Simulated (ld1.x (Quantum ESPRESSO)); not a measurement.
**Logarithmic derivatives: Cl, TM**

ld1.x (Quantum ESPRESSO) 7.5 input, shortened:

```
&input
   title='Cl', zed=17., rel=0, dft='PBESOL', iswitch=3,
   config='[Ne] 3s1.75 3p5.25'
 /
 &inputp
   pseudotype=2, tm=.true., lloc=-2, rcloc=1.15,
   nlcc=.true., rcore=0.55
 /
2
3S  1  0   1.75   0.00  1.20  1.20  0.0
3P  2  1   5.25   0.00  1.05  1.05  0.0
 &test
   configts(1)='3s1.75 3p5.25'
 /
```

The phase is arctan(r·u′/u) with u = r·R(r), unwrapped; energies in Ry, scanned from -4 to 5 Ry. A pole is an energy at which the radial function vanishes at the test radius. The pseudo phase is shifted by a multiple of π to meet the all-electron one at the reference energy, and phase errors are pseudo minus all-electron; the curves can meet again beyond the range given. Levels narrower than the energy grid can be missing from the lists of poles.

Question: For each channel, where are the poles, and over which energies does the pseudopotential scatter like the atom?

Answer:

```csv
channel,radius (bohr),reference energy (Ry),"poles, all-electron","poles, pseudo",unbroken range about the reference energy with phases within 0.05 rad,phase error 1 Ry above the reference energy (rad)
s,1.30,-1.52,none,4.89,below 3.2,-0.007
p,1.30,-0.64,none,none,the whole range,-0.008
```

Phases in the p channel:

```csv
E (Ry),all-electron,pseudo
-4.00,1.074,1.065
-3.76,1.052,1.044
-3.52,1.029,1.021
-3.28,1.002,0.995
-3.04,0.973,0.966
-2.80,0.940,0.933
-2.56,0.902,0.896
-2.32,0.859,0.854
-2.08,0.810,0.805
-1.84,0.753,0.749
-1.60,0.687,0.684
-1.36,0.611,0.609
-1.12,0.522,0.521
-0.88,0.419,0.419
-0.64,0.302,0.302
-0.40,0.170,0.170
-0.16,0.026,0.024
0.08,-0.126,-0.130
0.32,-0.278,-0.285
0.56,-0.424,-0.435
0.80,-0.560,-0.575
1.04,-0.681,-0.700
1.28,-0.788,-0.809
1.52,-0.881,-0.904
1.76,-0.960,-0.986
2.00,-1.029,-1.057
2.24,-1.088,-1.117
2.48,-1.140,-1.170
2.72,-1.185,-1.216
2.96,-1.224,-1.257
3.20,-1.259,-1.293
3.44,-1.290,-1.325
3.68,-1.317,-1.354
3.92,-1.342,-1.380
4.16,-1.365,-1.404
4.40,-1.385,-1.426
4.64,-1.404,-1.446
4.88,-1.421,-1.465
```
